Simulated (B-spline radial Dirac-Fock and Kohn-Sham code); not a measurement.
Photoelectron lines of N²⁺ at 1030 eV

System: the N²⁺ ion, configuration [He] 2s2 2p1.

Method: Dirac-Hartree-Slater photoionisation with all multipoles and Dirac-Fock thresholds. Computed with an atomic code on a B-spline grid. The asymmetry parameter β is from the dipole term alone. Kinetic energies are from the vacuum level. Open shells are spread statistically over j, without multiplet splitting.

```
subshell  electrons  binding (eV)  kinetic (eV)  σ (kb)     β
      1s          2         458.1         571.9       ?     ?
      2s          2         55.73         974.3    3.79  2.00
   2p1/2       0.33         47.18         982.8  0.0554  0.56
   2p3/2       0.67         47.15         982.8   0.110  0.55
```

Question: What are σ and β for 1s?

Answer: σ = 71.1 kb, the largest of all subshells and 95 % of the total, and β = 2.00.

Run: 1.8 s of CPU time on 1 thread of Neoverse-N1 (shared host), peak memory 0.38 GiB.
